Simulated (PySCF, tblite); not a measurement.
Parent: `[CH:1]#[C:2][Si@H:3]([CH3:4])[N-:5][SiH3:6]` (charge -1) with C2–Si3–N5–Si6 -58°, [C3H8NSi2]-.

The geometries are computed with GFN2-xTB (gas phase). One conformer each, not checked by frequencies here.

```tsv
coordinate of the parent	value
C1≡C2	1.203 Å
C2–Si3	1.887 Å
Si3–C4	1.911 Å
Si3–N5	1.665 Å
N5–Si6	1.672 Å
C1–C2–Si3	176.2°
C2–Si3–C4	102.4°
C2–Si3–N5	118.5°
C4–Si3–N5	109.8°
Si3–N5–Si6	137.2°
```

Task: How does the shared frame change in `[H]/[N:6]=[CH:5]\[C:4]#[C:3][Si@H:2]([CH3:1])[N-:7][SiH3:8]` (charge -1) with C1–Si2–N7–Si8 -178°, [C4H9N2Si2]-? Atoms pair as C1 = C4, C2 = C3, Si3 = Si2, C4 = C1, N5 = N7, Si6 = Si8 (parent first).

Result: 
| parent | relative | value in the relative | change |
| --- | --- | --- | --- |
| C1≡C2 | C4≡C3 | 1.215 Å | +0.012 |
| C2–Si3 | C3–Si2 | 1.885 Å | -0.002 |
| Si3–C4 | Si2–C1 | 1.907 Å | -0.004 |
| Si3–N5 | Si2–N7 | 1.664 Å | -0.001 |
| N5–Si6 | N7–Si8 | 1.677 Å | +0.005 |
| C1–C2–Si3 | C4–C3–Si2 | 169.7° | -6.5 |
| C2–Si3–C4 | C3–Si2–C1 | 103.2° | +0.8 |
| C2–Si3–N5 | C3–Si2–N7 | 114.8° | -3.7 |
| C4–Si3–N5 | C1–Si2–N7 | 110.4° | +0.6 |
| Si3–N5–Si6 | Si2–N7–Si8 | 136.1° | -1.1 |

Of the parent's bonds, C1–C2 changes most (+0.012 Å). Bonds of the relative outside the shared frame: C4–C5 1.407, C5=N6 1.274 Å. Point group C1 → C1.

Task: How does the shared frame change in `[CH3:1][C:2]#[C:3][Si@H:4]([CH3:5])[N-:6][SiH3:7]` (charge -1) with C3–Si4–N6–Si7 -73°, [C4H10NSi2]-? Atoms pair as C1 = C2, C2 = C3, Si3 = Si4, C4 = C5, N5 = N6, Si6 = Si7 (parent first).

Result: 
```tsv
parent	relative	value in the relative	change
C1≡C2	C2≡C3	1.204 Å	+0.001
C2–Si3	C3–Si4	1.885 Å	-0.002
Si3–C4	Si4–C5	1.911 Å	0.000
Si3–N5	Si4–N6	1.664 Å	-0.001
N5–Si6	N6–Si7	1.670 Å	-0.002
C1–C2–Si3	C2–C3–Si4	175.3°	-0.9
C2–Si3–C4	C3–Si4–C5	102.7°	+0.3
C2–Si3–N5	C3–Si4–N6	116.8°	-1.7
C4–Si3–N5	C5–Si4–N6	109.8°	0.0
Si3–N5–Si6	Si4–N6–Si7	138.4°	+1.2
```

No shared bond changes by more than 0.004 Å. Bonds of the relative outside the shared frame: C1–C2 1.458 Å. Point group C1 → C1.
